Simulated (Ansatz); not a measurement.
`N#[C][In]([F])[Cl]` + H₂ → `C#N` + `[F][InH][Cl]` at 500 K and 1 bar (hydrogenolysis of a C–In bond).

Computed with Ansatz on PBE0-D4/def2-TZVP structures; ΔE is electronic, products minus reactants. CBS: MP2 limit from def2 TZ/QZ plus the TZ coupled-cluster correction, frozen cores. This one scheme is used for every species. def2 core potentials past Kr. For In outer-core shells are correlated without core-valence functions, which leaves a few kJ/mol of doubt a bond.

| species | CCSD(T)/CBS energy (Eh) | H − E (kJ/mol) | S (J/(mol·K)) |
| --- | --- | --- | --- |
| `N#[C][In]([F])[Cl]` | -842.19796 | 66.2 | 409.6 |
| H₂ | -1.17544 | 41.0 | 145.5 |
| `C#N` | -93.32098 | 60.1 | 220.8 |
| `[F][InH][Cl]` | -750.05448 | 51.4 | 343.5 |

H − E and S are ideal-gas, rigid-rotor, harmonic terms from PBE0-D4/def2-TZVP. The MP2-based limit puts H₂ 0.8 mEh under its directly extrapolated value; such offsets cancel only in part. 1 Eh = 2625.50 kJ/mol, R = 8.31446 J/(mol·K).

Question: By hand: ΔE, ΔH, ΔS and ΔG.

Answer: ΔE = (-93.32098) + (-750.05448) − (-842.19796) − (-1.17544) = -0.00206 Eh = -5.4 kJ/mol. Δ(H − E) = 60.1 + 51.4 − 66.2 − 41.0 = 4.3, so ΔH = -1.1 kJ/mol. ΔS = 220.8 + 343.5 − 409.6 − 145.5 = 9.2 J/(mol·K). ΔG = -1.1 − 500 × (9.2)/1000 = -5.7 kJ/mol.

Question: By hand: the equilibrium constant, and the temperature at which ΔG would vanish if ΔH and ΔS stayed fixed.

Answer: log₁₀ K = −ΔG/(RT ln 10) = 0.6. ΔH and −TΔS have one sign here, so there is no such temperature. One of them is within its doubt of zero, so this could turn.

TΔS isn't small against ΔH here. The sign of ΔG lies within the doubt. A doubt of 5 kJ/mol in ΔE shifts log₁₀ K by 0.5 here. These are equilibria of isolated gas molecules and say nothing of rates. Largest T1 diagnostic: 0.016 (customary marks: 0.02 for closed shells, 0.045 for open ones).
